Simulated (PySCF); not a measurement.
ClGaH3N, SMILES [NH2][GaH][Cl]. Atoms are numbered in the order given.

```xyz
6

Ga    -0.4019    -0.3846     0.0000
H     -1.9208    -0.6736     0.0000
Cl     0.3150     1.6404     0.0000
N      0.9114    -1.6157     0.0000
H      1.8872    -1.3728     0.0000
H      0.7559    -2.6086     0.0000
```
Charge 0, spin multiplicity 1.

Geometry: PBE0-D3(BJ)/def2-TZVP. Other conformers were not sampled.

Computed with PBE0/def2-TZVPD (PySCF).

Symmetry labels are those of the subgroup Cs that the program uses (full group Cs).

Question: List the valence orbital energies around the gap with their symmetry. (An estimate is asked for; the answer gives what the named calculation found.)

Answer: 
```csv
orbital,symmetry,energy (eV)
HOMO−7,A',-21.90
HOMO−6,A',-13.85
HOMO−5,A',-13.34
HOMO−4,A',-10.60
HOMO−3,A',-9.74
HOMO−2,A",-9.14
HOMO−1,A',-8.68
HOMO,A",-7.79
LUMO,A",-0.80
LUMO+1,A',-0.38
LUMO+2,A',0.37
LUMO+3,A',0.73
```
